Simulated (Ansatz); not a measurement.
Pt₂Au₃⁺, relaxed as a singlet with RKS PBE-D4/def2-SVP in Ansatz, starting from the GFN1-xTB geometry. Force threshold 0.02 eV/Å.

In the def2 sets Au, Pt take a core potential; there is no spin–orbit coupling. The restricted singlet is unstable towards broken spin symmetry in Hartree–Fock (as tested in another run); at PBE-D4/def2-SVP this wasn't settled. Another isomer (singlet) lies 0.03 eV lower at PBE0-D4/def2-TZVP; other spin states weren't run for this one.

Start:

Cartesian coordinates in Å:
```
Pt -1.022 -1.196 0.912
Pt 0.577 0.226 -0.243
Au -2.193 0.744 -0.040
Au 1.245 -1.800 0.844
Au 1.393 2.026 -1.472
```

```tsv
step	energy (eV)	largest force component (eV/Å)	SCF passes
1	-17573.8234	5.154	87
2	-17574.9689	0.638	61
3	-17575.1585	0.445	64
4	-17575.2934	0.331	64
5	-17575.4254	0.378	52
6	-17575.5837	0.416	60
7	-17575.7772	0.509	57
8	-17575.9450	0.331	51
9	-17576.0107	0.267	42
10	-17576.0512	0.084	41
11	-17576.0704	0.086	35
12	-17576.0875	0.070	40
13	-17576.0908	0.135	40
14	-17576.1013	0.048	44
15	-17576.1105	0.070	38
16	-17576.1193	0.240	41
17	-17576.1277	0.236	34
18	-17576.1380	0.060	37
19 (rejected)	-17576.1342	0.156	37
20	-17576.1390	0.010	28
```

Force components are those of the run's own axes.

End:

Cartesian coordinates in Å:
```
Pt -0.994 -0.434 1.457
Pt 1.223 0.470 0.547
Au -0.903 -0.134 -1.247
Au 0.408 -2.255 0.207
Au 0.267 2.353 -0.964
```

Bonds formed: Au3–Au4, Au3–Au5 (atoms count from 1).

No frequencies were taken in this run, so the end may be a saddle point.

It took 3.1 min on 4 threads of Intel Xeon on a shared host.
